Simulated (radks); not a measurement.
Effect of the nuclear size on neutral chlorine, [Ne] 3s2 3p5. Method: Dirac Kohn-Sham, relativistic LDA (MacDonald-Vosko exchange, VWN5 correlation), spin-unpolarised, spherical densities, finite nucleus; open shells are shared between the two j in proportion to 2j + 1; Fermi nuclear charge, rms radius 3.3654 fm; computed with a radial shooting solver on a logarithmic mesh with Libxc functionals. The rms radius is varied about that value; shifts are against it.

rms radius (fm)  total energy shift (eV)  density at nucleus (e/bohr^3)  1s1/2 shift (meV)  2s1/2 shift (meV)
3.0019                          -0.00284                           3563              -1.19             -0.087
3.0861                          -0.00221                           3561             -0.928             -0.068
3.3654                                 0                           3555              0.000              0.000
3.5067                           0.00119                           3553              0.499              0.037
4.1765                           0.00748                           3541               3.14              0.230

Slopes of the eigenvalues against <r^2> in GHz/fm^2, as finite differences over the two radii next to the reference (eigenvalue slopes, not the field-shift constants of lines): 1s1/2 124, 2s1/2 9.11.
